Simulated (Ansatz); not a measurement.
A search over several starts for the lowest SCF solution of Ag₂Cl₂⁺ at the given spin, in a small basis.

```yaml
crystal:
  periodic: [false, false, false]
  atoms:
    - {symbol: Ag, position_ang: [-0.142660, 0.130068, -1.586471]}
    - {symbol: Ag, position_ang: [0.141305, -0.129637, 1.586592]}
    - {symbol: Cl, position_ang: [0.410046, 1.796601, 0.110502]}
    - {symbol: Cl, position_ang: [-0.408680, -1.797042, -0.110613]}
basis:
  gaussian: {orbitals: def2-SVP, initial_orbitals: start.molden}
total_charge: 1
magnetization: {spin_polarized: true, initial_magnetization: 1}
hamiltonian: {xc: pbe0, dispersion: d4}
output: {orbitals: {seedname: orbitals}}
```

The file start.molden holds the orbitals of an earlier run on this structure, at another level or in another basis.

```sh
$ ansatz run in.yaml --threads 4 --pin off --events-out ev --progress --plain --max-ram 3916MiB
```

It prints (some lines left out):

```
Functional definition: PBE0
972 factors; integrals over basis functions are off by at most 7.4e-4 eV
mean field evaluation 1: about -33014.5885 eV, gradient 4.3e1 eV
mean field evaluation 2: about -33019.2371 eV, gradient 4.8e0 eV
mean field evaluation 4: about -33020.1664 eV, gradient 1.4e0 eV
mean field evaluation 8: about -33020.9692 eV, gradient 1.3e-2 eV
mean field evaluation 16: about -33020.6438 eV, gradient 5.5e0 eV
mean field evaluation 32: about -33020.9692 eV, gradient 2.9e-5 eV
mean field -33020.96922169 eV, -1213.4982364802 hartree, gradient 2.6e-5 eV, S^2 0.757282; 7 other end points of the search recorded, 0 dependent functions left out
reference -33020.96926640 eV, -1213.4982381235 hartree; 36, 35 occupied and 62, 63 virtual orbitals, 972 factors
Total energy: -33021.12893219 eV, -1213.5041057329 hartree
```

Run time 9 s (4 threads of Arm Neoverse N1 on a shared host).

In the def2 sets Ag takes a core potential; there is no spin–orbit coupling. The structure comes from a short search, and lower isomers may exist.
